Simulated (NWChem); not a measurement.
System: C3H7NS; SMILES CN1CSC1

Here is an NWChem input.

```
start job
memory heap 200 mb stack 900 mb global 1100 mb
geometry units angstroms noautosym nocenter noautoz
  C     -0.167842    -2.117366     0.000000
  N      0.360072    -0.784074     0.000000
  C      0.019979     0.091570    -1.103108
  S     -0.024169     1.558036     0.000000
  C      0.019979     0.091570     1.103108
  H      0.191560    -2.663190    -0.886376
  H      0.191560    -2.663190     0.886376
  H     -1.280983    -2.155348     0.000000
  H      0.776029     0.147903    -1.904858
  H     -0.974219    -0.110124    -1.555311
  H     -0.974219    -0.110124     1.555311
  H      0.776029     0.147903     1.904858
end
basis spherical
  C library sto-3g
  N library sto-3g
  S library sto-3g
  H library sto-3g
end
dft
  xc b3lyp
  iterations 150
end
property
  response 1 0.0773
end
task dft property
```

STO-3G and 3-21G are far too small for this property and stand as cheap habits. Geometry: optimised at PBE0/def2-SVP. No frequency run checked for a minimum. B3LYP is NWChem's, with the RPA form of VWN correlation.

Field at 589 nm.

Q: Predict the main results of this run. (B3LYP/STO-3G.) Quantities: isotropic polarisability (bohr³); anisotropy (bohr³).

A: The isotropic polarisability (bohr³) is 26.8 and the anisotropy (bohr³) comes out as 14.2.
